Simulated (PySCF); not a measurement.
Br₃HSi.

```xyz
5

Si     0.0000     0.0000    -0.6210
Br    -1.8196    -1.0505     0.1028
Br     0.0000     2.1011     0.1028
Br     1.8196    -1.0505     0.1028
H      0.0000     0.0000    -2.0975
```
Charge 0, spin multiplicity 1.

Geometry optimised at B3LYP-D3(BJ)/def2-SVP.

The numbers are results of PBE/pcSseg-1 (PySCF), not measurements. Non-relativistic, no solvent.

**Question.** Give the absolute GIAO shielding of each atom: isotropic value and principal components (ppm). (The exact figures need the calculation; the answer reports its results.)

**Answer.** 
```json
[
 {"atom": "Si1", "σ(iso)": "282.6", "σ11": "225.4", "σ22": "311.2", "σ33": "311.2", "span": "85.8"},
 {"atom": "Br2", "σ(iso)": "2162.9", "σ11": "1758.9", "σ22": "2058.8", "σ33": "2671.0", "span": "912.1"},
 {"atom": "Br3", "σ(iso)": "2162.9", "σ11": "1758.9", "σ22": "2058.8", "σ33": "2671.0", "span": "912.1"},
 {"atom": "Br4", "σ(iso)": "2162.9", "σ11": "1758.9", "σ22": "2058.8", "σ33": "2671.0", "span": "912.1"},
 {"atom": "H5", "σ(iso)": "23.9", "σ11": "20.8", "σ22": "20.8", "σ33": "30.3", "span": "9.5"}
]
```
